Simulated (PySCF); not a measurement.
Te(Br)(SeH) (BrHSeTe), SMILES [SeH][Te]Br.

The structure is a stationary point at PBE-D3(BJ)/def2-SVP. This is a generated structure with no PubChem entry under its InChIKey; it may be hypothetical. The def2 effective core potentials stand for the cores of Te; spin–orbit coupling is left out. Other conformers were not sampled.

Computed with PySCF with PBE-D3(BJ)/def2-SVP.

Frequencies are harmonic and unscaled.

| mode | ν (cm⁻¹) | IR (km/mol) | moving atoms (share of kinetic energy) |
|---|---|---|---|
| 1 | 75 | 0.4 | Br 39 %, Se 39 %, Te 22 % |
| 2 | 230 | 20.2 | Br 59 %, Te 40 % |
| 3 | 242 | 3.5 | Se 61 %, Te 37 % |
| 4 | 317 | 7.8 | H 98 % |
| 5 | 663 | 7.8 | H 99 % |
| 6 | 2301 | 11.6 | H 99 % |
